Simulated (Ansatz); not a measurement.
Reaction (silylene formation by 1,1-elimination): `N[SiH2]C(F)[TeH]` → `[SiH2]` + `NC(F)[TeH]`

Calculated with Ansatz (gas phase, PBE0-D4/def2-TZVP geometries, no zero-point term in ΔE). CBS: MP2 limit from def2 TZ/QZ plus the TZ coupled-cluster correction, frozen cores. This one scheme is used for every species. DFT in def2-TZVPP. B3LYP here is the variant with VWN-RPA as its local correlation; programs differ in this. Elements past krypton have def2 core potentials. For Te outer-core shells are correlated without core-valence functions, which leaves a few kJ/mol of doubt a bond. Each species was taken in one conformer, which may not be the lowest.

| level | ΔE (kJ/mol) | difference from CCSD(T)/CBS |
| --- | --- | --- |
| PBE-D4 | 319.3 | -12.7 |
| PBE0-D4 | 330.4 | -1.6 |
| B3LYP-D4 | 318.8 | -13.2 |
| ωB97X-V | 332.0 | 0.0 |
| ωB97M-V | 322.2 | -9.8 |
| B2PLYP | 318.8 | -13.2 |
| PBE0 | 321.0 | -11.0 |
| B3LYP | 301.6 | -30.4 |
| MP2/def2-TZVPP | 344.1 | 12.1 |
| SCS-MP2/def2-TZVPP | 329.9 | -2.1 |
| CCSD/def2-TZVPP | 315.1 | -16.9 |
| CCSD(T)/def2-TZVPP | 319.2 | -12.8 |
| HF/def2-QZVPP | 304.3 | -27.7 |
| HF/CBS(def2) | 304.6 | -27.4 |
| MP2/CBS(def2) | 356.9 | 24.9 |
| CCSD/CBS(def2) | 327.9 | -4.1 |
| CCSD(T)/CBS | 332.0 | 0 |

Largest T1 diagnostic among the species: 0.014.

From PBE to PBE0 (25 % exact exchange), in def2-TZVPP and without D4, ΔE moves by +12.3 kJ/mol. In def2-TZVPP, CCSD(T) changes the Hartree–Fock value by +16.9 kJ/mol (the triples alone add +4.1 kJ/mol) and MP2 by +41.8 kJ/mol. The D4 term adds +17.2 kJ/mol with B3LYP and +9.5 kJ/mol with PBE0; it sums over pairs of atoms, weighted by their polarisabilities, and B3LYP, whose exchange is more repulsive, gets the larger term.
